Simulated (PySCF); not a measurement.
Calculated NMR parameters of 4-methylbiphenyl

```
Formula                               : C13H12
SMILES                                : Cc1ccc(-c2ccccc2)cc1
Point group of the computed structure : C1
Degrees of unsaturation               : 8
Carbon signals                        : 9
Proton signals                        : 6
```

Bonds (- single, = double, # triple, : aromatic): C1-C2, C2:C3, C3:C4, C4:C5, C5-C6, C6:C7, C7:C8, C8:C9, C9:C10, C10:C11, C5:C12, C12:C13, C13:C2, C11:C6. C1 carries H14, H15, H16; C3 carries H17; C4 carries H18; C7 carries H19; C8 carries H20; C9 carries H21; C10 carries H22; C11 carries H23; C12 carries H24; C13 carries H25.

Method: NMR shieldings at PBE/pcSseg-1/GIAO, PBE0-D3(BJ)/def2-SVP structure, J: B3LYP/pcJ-1 (without the spin–dipole term), in PySCF (one conformer, non-relativistic Hamiltonian, one averaged value for each set of equivalent atoms, gas phase).

Scale: TMS for 1H, 13C (reference shieldings calculated alike).

```tsv
carbon	δC, type	δH (multiplicity, J in Hz)	HMBC from (abs. J ≥ 3 Hz)	span of the C tensor (ppm)
C1	23.8, CH3	2.40 (s)	H17/H25	50
C2	139.9, C	–	H18/H24, H14/H15/H16	230
C3/C13	132.6, CH	7.25 (d, 8.8)	H17/H25, H14/H15/H16	207
C4/C12	130.3, CH	7.41 (d, 8.8)	H18/H24	208
C5	142.9, C	–	H19/H23, H17/H25	210
C6	145.6, C	–	H20/H22, H18/H24	215
C7/C11	130.3, CH	7.47 (m)	H19/H23, H21	211
C8/C10	131.8, CH	7.42 (m)	H20/H22	227
C9	130.0, CH	7.30 (m)	H19/H23	227
```

Selected couplings (Hz, signed; the shortest-range and largest first, 30 at most; isotopes 13C, 1H): 1J(C9,H21) 167.3, 1J(C8,H20) 166.1, 1J(C7,H19) 165.4, 1J(C4,H18) 164.8, 1J(C3,H17) 163.4, 1J(C1,H14) 132.9, 3J(H17,H18) 8.8, 3J(H19,H20) 8.7, 3J(H20,H21) 8.2.

- Carbon types of the structure: 3 × C, 9 × CH, 1 × CH3, which accounts for all hydrogens.
- δC 145.6, 142.9, 139.9: substituted aromatic carbon.
- δC 132.6, 131.8, 130.3, 130.3, 130.0: aromatic CH; the aromatic region.
- δC 23.8: methyl carbon on an aromatic ring; a saturated carbon with 1 carbon neighbour and no heteroatom attached.
- δH 7.47, 7.42, 7.41, 7.30, 7.25: hydrogen on an aromatic CH; it sits in the deshielding region of the aromatic ring current.
- δH 2.40: hydrogen on a methyl carbon on an aromatic ring; benzylic-type position, deshielded by the ring.
- The protons at 7.25 and 7.41 share a coupling of 8.8 Hz (vicinal, an ortho-type coupling).

Multiplet labels drop couplings under 1 Hz and merge nearly equal ones. Couplings among chemically equivalent protons are left out too, so labels in AA′BB′ or AA′XX′ sets are apparent multiplicities. Unscaled 3J(H,H) at this level run about 10 % above measured values. Shifts are as computed. Against solution values, carbons near 30 ppm lie about +2 ppm off and those near 130 ppm about +2 ppm (rms about the fit 1.8 ppm; single classes can miss by 10 ppm). Of 1328 compounds with measured shifts, 309 miss one by over three times the rms of a fit or turn the order of signals round; such compounds aren't used in these exercises. Signals without a measured value on file couldn't be tested in this way.
